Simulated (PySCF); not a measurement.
Calculation: PBE-D3(BJ)/def2-TZVP // PBE0-D4/def2-TZVP run with PySCF. Gas-phase values, no solvent. One relaxed conformer stands for a flexible species; it need not be the lowest. Excitations are Tamm–Dancoff values on a coarser integration grid. The basis has no diffuse functions, so Rydberg states are missing or too high.

Reference species (SMILES): `NC1=CC1` (neutral, multiplicity 1).

- HOMO–LUMO gap = 4.85 eV
- S1 excitation (TDA) = 4.97 eV
- S1 oscillator strength = 0.005

Changed species: `NC1C=C1`.

Task: Give the shifts of the HOMO–LUMO gap, S1 excitation (TDA) and S1 oscillator strength.

Result: the HOMO–LUMO gap drops by 0.81 eV, to 4.04 eV; the S1 excitation (TDA) falls by 0.73 eV, to 4.24 eV; the S1 oscillator strength hardly moves.
